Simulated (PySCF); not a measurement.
All values below come from TPSSh-D3(BJ)/def2-TZVP // PBE-D3(BJ)/def2-SVP run with PySCF. Isolated molecules, 0 K electronic values unless said otherwise. 

Reference species: [Co(NH3)4]2+ (excited doublet) (charge +2, multiplicity 2).

```
Property                                  Result
-------------------------------------  ---------
coordination number                            4
highest occupied spin orbital          -15.22 eV
charge on the central atom (Mulliken)     0.46 e
```

After one change: the coordination number is nearly the same; the highest occupied spin orbital decreases by 0.48 eV; the charge on the central atom (Mulliken) drops by 0.16 e.

### Question
Which change was made? The new species is one of these.
A) [Ir(NH3)4]2+
B) [Cu(NH3)4]2+
C) [Rh(NH3)4]2+

### Answer
B, [Cu(NH3)4]2+
